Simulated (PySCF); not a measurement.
Correlation energy of Ge+ (germanium, charge +1)

[Ar] 3d10 4s2 4p1, 2P determinant. Computed with PySCF 2.14 in aug-cc-pVDZ-PP with ECP10MDF (5s4p3d, 32 functions), with scalar relativity through the core potential. Frozen: 3s2 3p6 3d10; 3 electrons correlated.

MP2 pair energies summed by pair of shells (mhartree):

```csv
pair,energy,share (%)
4s-4s,-18.45,59.2
4s-4p,-12.73,40.8
```

Total MP2 correlation energy: -31.19 mhartree.

Same-spin part -2.13 and opposite-spin part -29.05 mhartree; SCS-MP2 scales them by 1/3 and 6/5 to -35.58 mhartree.

| level | correlation energy (mhartree) |
| --- | --- |
| CCSD | -46.25 |
| (T) | -0.46 |
| CCSD(T) | -46.71 |

Diagnostics: T1 = 0.0096, D1 = 0.0233, largest double amplitude 0.094.

Cost of the coupled-cluster step: 0.27 s of wall time on 1 thread of Neoverse-N1 (shared host), for 3 correlated electrons.
